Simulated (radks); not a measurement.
Values are calculated unless marked as measured or tabulated.
Sm18+, configuration [Kr] 4d8. Code: a radial shooting solver on a logarithmic mesh with Libxc functionals. Model: scalar-relativistic Kohn-Sham, LB94 model potential, spin-polarised, spherical densities, finite nucleus; open shells are filled with parallel spins first (spin-orbit coupling, left out, can overturn this in heavy ions); Fermi nuclear charge, rms radius 5.0819 fm.

X-ray form factor f0, the Fourier transform of the density (f0(0) = 44):

sin(theta)/lambda (1/angstrom)  f0 (electrons)
0.05                                    43.859
0.1                                     43.440
0.15                                    42.758
0.2                                     41.834
0.25                                    40.699
0.3                                     39.387
0.4                                     36.385
0.5                                     33.139
0.6                                     29.928
0.8                                     24.358
1                                       20.354
1.25                                    17.112
1.5                                     14.843
2                                       11.063
